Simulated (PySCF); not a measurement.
Two species compared at the same levels of theory.

First species: C₇H₁₆P₂.
InChI=1S/C7H16P2/c1-6-7(2)9(6,5)8(3)4/h6-7H,5H2,1-4H3/t6-,7-/m0/s1

Second species: C4H7F3N2Si.
SMILES: `C#CCN[Si@H](N)C(F)(F)F`

Levels: PBE0/pcSseg-1 for dipole moment, HOMO energy, LUMO energy and HOMO–LUMO gap; GFN2-xTB for rotational constant A and rotational constant C. Geometries: GFN2-xTB. Each species is one conformer at its optimised geometry, gas phase, non-relativistic unless stated; the electronic structure was computed with PySCF and density fitting.

The conformers computed, where there is a choice (atom-mapped SMILES and torsion angles):
- `[CH2:1]=[P:2]1([P:3]([CH3:4])[CH3:5])[C@@H:6]([CH3:7])[C@@H:8]1[CH3:9]`: C1–P2–P3–C4 -59°
- `[CH:1]#[C:2][CH2:3][NH:4][Si@H:5]([NH2:6])[C:7]([F:8])([F:9])[F:10]`: C2–C3–N4–Si5 14°, C3–N4–Si5–N6 -72°, N4–Si5–C7–F8 -58°, H–N6–Si5–N4 61°, H–N6–Si5–N4 -154°

Values for the first species:

| Property | Result |
| --- | --- |
| Dipole moment | 2.01 D |
| HOMO energy | -5.35 eV |
| LUMO energy | -0.55 eV |
| HOMO–LUMO gap | 4.80 eV |
| Rotational constant A | 1.568 GHz |
| Rotational constant C | 0.743 GHz |

Estimate the same properties for the second species, and the change in each.

```tsv
property	first	second	second less first
dipole moment	2.01 D	3.62 D	+1.61 D
HOMO energy	-5.35 eV	-7.20 eV	-1.85 eV
LUMO energy	-0.55 eV	-0.01 eV	+0.54 eV
HOMO–LUMO gap	4.80 eV	7.19 eV	+2.39 eV
rotational constant A	1.568 GHz	2.308 GHz	+0.740 GHz
rotational constant C	0.743 GHz	0.578 GHz	-0.165 GHz
```

On the first: The dipole matches unit charges of opposite sign 0.42 Å apart (1 e·Å = 4.8032 D).

On the second: The dipole equals about 12.1 × 10⁻³⁰ C·m (1 D = 3.33564 × 10⁻³⁰ C·m).
